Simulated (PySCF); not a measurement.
AlTe: frontier orbitals

UHF at R = 2.380 Å; PySCF, scalar-relativistic core potentials, basis sets Al def2-SVP, Te def2-SVP with ECP28. State: ²Σ⁺ (doublet), unpaired electrons σ ↑. Only the outer orbitals are listed, counted within each symmetry, core potentials removing the inner ones.

| spin | orbital | occ. | ε (eV) | on Al (%) | main shells (%) |
| --- | --- | --- | --- | --- | --- |
| α | 7σ | 1 | -21.14 | 11 | 87 Te s |
| α | 8σ | 1 | -12.96 | 62 | 59 Al s, 30 Te p |
| α | 9σ | 1 | -9.39 | 56 | 42 Te p, 41 Al p, 15 Al s |
| α | 4π | 1 | -8.33 | 15 | 85 Te p, 13 Al p |
| α | 4π | 1 | -8.33 | 15 | 85 Te p, 13 Al p |
| α | 5π | 0 | 0.57 | 87 | 86 Al p, 12 Te p |
| α | 5π | 0 | 0.57 | 87 | 86 Al p, 12 Te p |
| β | 7σ | 1 | -20.18 | 13 | 86 Te s, 9 Al s |
| β | 8σ | 1 | -10.96 | 56 | 54 Al s, 32 Te p, 11 Te s |
| β | 4π | 1 | -8.20 | 14 | 85 Te p, 13 Al p |
| β | 4π | 1 | -8.20 | 14 | 85 Te p, 13 Al p |
| β | 9σ | 0 | -1.11 | 69 | 40 Al s, 31 Te p, 29 Al p |
| β | 5π | 0 | 1.16 | 86 | 86 Al p, 12 Te p |
| β | 5π | 0 | 1.16 | 86 | 86 Al p, 12 Te p |

Problem. Which are the highest filled and the lowest empty level, where do they sit, and how wide is the gap?

Solution. Highest filled β 4π at -8.20 eV (in %: 85 Te p, 13 Al p); lowest empty β 9σ at -1.11 eV (in %: 40 Al s, 31 Te p, 29 Al p); the gap at UHF is 7.09 eV.

The bond order (Mayer) is 1.87, the ⟨S²⟩ is 0.778 and the charge on Al (Mulliken, basis-dependent) is 0.43. The charge on Al (Löwdin, basis-dependent) is 0.25. The dipole moment (positive dipole means Al(−)Te(+)) is -3.94 D, the polarisability along the bond is 113.6 bohr³ and the polarisability across the bond is 57.1 bohr³.

Spin–orbit coupling is left out. The state was picked by a PBE0 search and need not be the measured ground state.
